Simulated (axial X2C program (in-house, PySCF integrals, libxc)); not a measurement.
Ω levels of EuNC from open-shell CI on f6 s2

Calculated with an in-house all-electron X2C program for linear molecules (integrals from PySCF): two-component X2C with atomic mean-field Coulomb and Gaunt terms, basis Eu dyall-v3z, N dyall-av3z, C dyall-v3z (cores contracted in-house). Orbitals come from Hartree–Fock averaged over the configuration Eu f6 s2; CI then distributes these electrons over the f, s shells of Eu.

Eu–N–C held linear, bonds 2.221 and 1.170 Å (the second held) (near the minimum of the configuration average).

Active spinors (ω > 0):

```
shell    ω  ε (eV)  character
    f  5/2   -4.81  100% Eu f
    f  3/2   -4.71  100% Eu f
    f  1/2   -4.63  100% Eu f
    f  7/2   -4.28  100% Eu f
    f  5/2   -4.19  100% Eu f
    f  3/2   -4.13  100% Eu f
    f  1/2   -4.07   99% Eu f
```

Filled shells are left out: they mix freely with the closed shells.

Lowest levels of this model:

```
Ω  energy (cm⁻¹)     g∥  μ (D)  configuration
0              0   0.00  -4.37     100% f6 s2
1            197   3.94  -4.38     100% f6 s2
2            759   7.48  -4.38     100% f6 s2
0           1081   0.00  -4.35     100% f6 s2
1           1409   3.65  -4.35     100% f6 s2
3           1684  10.70  -4.38     100% f6 s2
0           1718   0.00  -4.36     100% f6 s2
2           2091   6.49  -4.36     100% f6 s2
1           2266   3.14  -4.36     100% f6 s2
0           2434   0.00  -4.35     100% f6 s2
3           3002   9.32  -4.37     100% f6 s2
4           3096  13.08  -4.35     100% f6 s2
2           3113   6.37  -4.36     100% f6 s2
0           3171   0.00  -4.36     100% f6 s2
1           3208   2.53  -4.35     100% f6 s2
0           4096   0.00  -4.35     100% f6 s2
2           4098   5.17  -4.37     100% f6 s2
3           4275   8.31  -4.36     100% f6 s2
4           4472  11.91  -4.35     100% f6 s2
5           4646  15.53  -4.35     100% f6 s2
0           4823   0.00  -4.37     100% f6 s2
3           5500   7.62  -4.35     100% f6 s2
4           5787  10.96  -4.35     100% f6 s2
5           6066  14.41  -4.35     100% f6 s2
6           6336  17.96  -4.35     100% f6 s2
```

g∥ is the magnitude of 2⟨Lz + ge Sz⟩ for the +Ω component. μ is positive if the C end is positive.

This point took 7.7 s on 1 thread of Intel(R) Xeon(R) Platinum 8259CL CPU @ 2.50GHz (Skylake/Cascade Lake), on a shared host.

Dynamic correlation is missing, so gaps between terms are too wide and other configurations may lie lower; the lowest level listed is that of this model, not necessarily the ground state. At most 4 roots were kept for each Ω > 0 (twice that for Ω = 0) within 2.2 eV of the lowest, so higher up levels can be missing between those listed; levels with Ω > 0 are doubly degenerate and listed once, Ω = 0 levels singly. The molecule was held linear; bending was not examined.
